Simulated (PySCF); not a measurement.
**Ionising BiPb**

PBE0; PySCF, scalar-relativistic core potentials, basis sets Bi cc-pVDZ-PP with ECP60, Pb cc-pVDZ-PP with ECP60. Neutral (UKS): doublet (π ↑), Re = 2.784 Å, ωe = 153 cm⁻¹, De = 1.96 eV, HOMO -5.14 eV, LUMO -3.64 eV.

BiPb⁺ (UKS): triplet (π ↑↑), Re = 2.942 Å, ωe = 137 cm⁻¹. The energies at the minima are -407.51750 hartree for BiPb and -407.26441 for BiPb⁺.

(1) Work out the adiabatic ionisation energy, without and with harmonic zero-point energies (1 hartree = 27.2114 eV, 1 eV = 8065.5 cm⁻¹), and the change of the bond length.

These are scalar-relativistic numbers at best; spin–orbit coupling would shift them, the dissociation energy most. States were picked by a PBE0 search and need not be the measured ground states.

Answers

(1) At PBE0: 0.25309 hartree = 6.887 eV between the minima; the zero-point term (137.0 − 153.0)/2 cm⁻¹ = -0.001 eV makes it 6.886 eV. Re changes by +15.8 pm against the neutral. The electron leaves a π orbital, and the longer bond of the ion fits a bonding orbital, or a change in how ionic the bond is.
